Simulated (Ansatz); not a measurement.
`CC[Si]N` + H₂ → `CC[SiH]` + NH₃ at 400 K and 1 bar (hydrogenolysis of the Si–N bond).

Calculated with Ansatz (gas phase, PBE0-D4/def2-TZVP geometries, no zero-point term in ΔE). CCSD(T)/CBS adds triple-zeta CCSD(T) − MP2 to the extrapolated MP2 energy (def2 sets, frozen cores). This one scheme is used for every species. One conformer a species, not always the lowest.

```tsv
species	CCSD(T)/CBS energy (Eh)	H − E (kJ/mol)	S (J/(mol·K))
`CC[Si]N`	-424.09714	269.7	347.5
H₂	-1.17544	38.0	139.0
`CC[SiH]`	-368.72354	210.2	315.9
NH₃	-56.50880	104.2	203.1
```

H − E and S are ideal-gas, rigid-rotor, harmonic terms from PBE0-D4/def2-TZVP, for one conformer and one mirror image of each species. The MP2-based limit puts H₂ 0.8 mEh under its directly extrapolated value; such offsets cancel only in part. 1 Eh = 2625.50 kJ/mol, R = 8.31446 J/(mol·K).

Problem. By hand: ΔE, ΔH, ΔS and ΔG.

Solution. ΔE = (-368.72354) + (-56.50880) − (-424.09714) − (-1.17544) = 0.04024 Eh = 105.7 kJ/mol. Δ(H − E) = 210.2 + 104.2 − 269.7 − 38.0 = 6.7, so ΔH = 112.4 kJ/mol. ΔS = 315.9 + 203.1 − 347.5 − 139.0 = 32.5 J/(mol·K). ΔG = 112.4 − 400 × (32.5)/1000 = 99.4 kJ/mol.

Problem. By hand: the equilibrium constant, and the temperature at which ΔG would vanish if ΔH and ΔS stayed fixed.

Solution. log₁₀ K = −ΔG/(RT ln 10) = -13.0. ΔG = 0 at ΔH/ΔS = 3458 K, far beyond where these terms or the molecules hold.

ΔH outweighs TΔS. A doubt of 5 kJ/mol in ΔE shifts log₁₀ K by 0.7 here. Other conformers and mirror images would add mixing entropy, several J/(mol·K) or more a flexible species. These are equilibria of isolated gas molecules and say nothing of rates. Largest T1 diagnostic: 0.013 (customary marks: 0.02 for closed shells, 0.045 for open ones).
